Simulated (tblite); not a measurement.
C₆H₂N (doublet state).
Bonds: C1–C2 (double), C2–C3 (double), C3–C4, C4–C5 (triple), C5–C6, C6–N7 (triple). Hydrogens: H8 on C1; H9 on C3.
Bond orders are those of one Lewis drawing.

Computed with GFN2-xTB (tblite), gas phase: L-BFGS steps from a force-field or distance-geometry start until the largest atomic force falls under 0.01 eV/Å.

Step 25: E = -450.6184 eV
```
atom  x, y, z in Å  |  force x, y, z in eV/Å
C1     -2.6199    0.1365    0.3977   -0.045  -0.018   0.030
C2     -1.7288    0.1931   -0.4184   -0.012   0.005   0.008
C3     -0.6732    0.2500   -1.3096    0.008   0.006   0.019
C4      0.5979    0.0523   -0.8737   -0.014  -0.001  -0.002
C5      1.7261   -0.1356   -0.4257    0.039  -0.034  -0.004
C6      2.9625   -0.3907    0.0431    0.001   0.001  -0.004
N7      4.0175   -0.6216    0.4534    0.005   0.018  -0.008
H8     -3.4034    0.0774    1.0948    0.023   0.019  -0.054
H9     -0.8650    0.4445   -2.3557   -0.006   0.003   0.015
```

Step 26: E = -450.6187 eV
```
atom  x, y, z in Å  |  force x, y, z in eV/Å
C1     -2.6209    0.1343    0.3970   -0.072  -0.011   0.055
C2     -1.7293    0.1928   -0.4180   -0.004   0.002   0.009
C3     -0.6733    0.2496   -1.3078    0.022   0.002   0.006
C4      0.5982    0.0499   -0.8745   -0.026   0.006   0.007
C5      1.7269   -0.1362   -0.4273    0.062  -0.040   0.010
C6      2.9633   -0.3901    0.0427   -0.004  -0.001  -0.014
N7      4.0183   -0.6206    0.4531    0.004   0.020  -0.006
H8     -3.4054    0.0801    1.0938    0.031   0.014  -0.061
H9     -0.8642    0.4460   -2.3531   -0.013   0.007  -0.006
```

Step 27: E = -450.6189 eV
```
atom  x, y, z in Å  |  force x, y, z in eV/Å
C1     -2.6229    0.1313    0.3963   -0.077   0.002   0.059
C2     -1.7304    0.1924   -0.4173    0.012  -0.004   0.011
C3     -0.6732    0.2488   -1.3051    0.030  -0.001  -0.008
C4      0.5989    0.0465   -0.8751   -0.029   0.012   0.024
C5      1.7286   -0.1378   -0.4297    0.061  -0.041   0.017
C6      2.9648   -0.3894    0.0420   -0.004  -0.005  -0.024
N7      4.0199   -0.6187    0.4526    0.005   0.021  -0.003
H8     -3.4086    0.0842    1.0918    0.019   0.005  -0.051
H9     -0.8636    0.4486   -2.3495   -0.018   0.010  -0.024
```

Q: Estimate the geometry and energy of step 28. (The exact step hangs on the optimiser's Hessian estimate; all steps are aligned on step 27, rigid shifts and turns removed.)

A: E = -450.6192 eV, largest force 0.058 eV/Å
```
atom  x, y, z in Å  |  force x, y, z in eV/Å
C1     -2.6256    0.1283    0.3957   -0.046   0.017   0.031
C2     -1.7319    0.1924   -0.4162    0.029  -0.012   0.014
C3     -0.6729    0.2477   -1.3023    0.025   0.001  -0.016
C4      0.5997    0.0429   -0.8749   -0.019   0.014   0.041
C5      1.7309   -0.1404   -0.4323    0.030  -0.036   0.012
C6      2.9670   -0.3890    0.0409    0.001  -0.009  -0.029
N7      4.0223   -0.6161    0.4522    0.008   0.021   0.000
H8     -3.4122    0.0885    1.0889   -0.013  -0.004  -0.023
H9     -0.8638    0.4516   -2.3459   -0.016   0.008  -0.028
```

The energy changes by -0.0003 eV. The first-order estimate −F·Δx gives -0.0004 eV and the mean of the old and new forces, exact on a quadratic surface, -0.0003 eV. The step makes an angle of 77° with the force vector and moves no atom by more than 0.006 Å.

The cost below is that of the whole relaxation. Hardware: Arm Neoverse V1, one thread, no GPU, shared host. Cost: 0.22 s wall.
